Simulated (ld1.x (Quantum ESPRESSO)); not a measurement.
**u(r) = r·R(r): atom against pseudo-atom (V (Z = 23))**

Columns: radius, all-electron u(r) and pseudo u(r) of the 3d shell (level -5.16 eV) of vanadium in the configuration [Ne] 3s2 3p6 3d3 4s2 4p0; PBE, scalar-relativistic, PAW scheme, ld1.x (Quantum ESPRESSO) 7.5.

```csv
r (bohr),all-electron,pseudo
0.100,0.0395,0.0056
0.200,0.1732,0.0420
0.300,0.3427,0.1277
0.400,0.5007,0.2612
0.500,0.6271,0.4222
0.600,0.7186,0.5801
0.700,0.7768,0.7057
0.800,0.8066,0.7829
0.900,0.8144,0.8120
1.000,0.8060,0.8074
1.100,0.7866,0.7867
1.200,0.7598,0.7598
1.300,0.7285,0.7285
1.400,0.6947,0.6947
1.500,0.6599,0.6599
1.600,0.6250,0.6250
1.700,0.5907,0.5907
1.800,0.5575,0.5575
1.900,0.5257,0.5257
2.000,0.4953,0.4953
2.100,0.4665,0.4665
2.200,0.4393,0.4393
2.300,0.4137,0.4137
2.400,0.3896,0.3896
2.500,0.3668,0.3668
2.600,0.3454,0.3454
```

(1) How many radial nodes do the two functions have?

(2) At about which radius was the pseudo-wave matched?

(3) Is the pseudo-wave norm-conserving?

Results:

(1) The all-electron 3d function has n − l − 1 = 0; the pseudo-wave has 0.

(2) 1.15 bohr, where the columns begin to agree (steps of 0.10 bohr).

(3) No, it belongs to a PAW set: the norm inside the radius is not constrained, and the difference is carried by the augmentation charge.
